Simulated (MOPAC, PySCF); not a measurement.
BBr$_{3}$, SMILES `BrB(Br)Br`, neutral singlet in the gas phase. 

Cartesian coordinates (Å):
SMILES: BrB(Br)Br
```xyz
4

Br     1.8506    -0.4147     0.0019
B      0.0000     0.0000     0.0000
Br    -0.5662     1.8099     0.0001
Br    -1.2844    -1.3953    -0.0020
```
Charge 0, spin multiplicity 1.

All levels are single points at this geometry (PBE0-D4/def2-TZVP); Pople sets use spherical d functions. Orbital energies aren't observables, and empty levels follow the basis.

B3LYP-D3(BJ)/def2-TZVP in PySCF gives gap (eV) = 5.79.

### Question
Estimate the gap (eV) from each of these levels: PBE0-D4/def2-TZVP in PySCF; B3LYP/3-21G in PySCF; B3LYP/6-311+G** (LANL2DZ on Br) in PySCF; PBE/6-31G* in PySCF; HF/6-31G* in PySCF; AM1 in MOPAC; PM3 in MOPAC; PM6 in MOPAC.

### Answer

```tsv
level	gap (eV)
PBE0-D4/def2-TZVP in PySCF	6.21
B3LYP/3-21G in PySCF	5.77
B3LYP/6-311+G** (LANL2DZ on Br) in PySCF	5.90
PBE/6-31G* in PySCF	4.09
HF/6-31G* in PySCF	12.76
AM1 in MOPAC	9.60
PM3 in MOPAC	10.43
PM6 in MOPAC	8.20
```
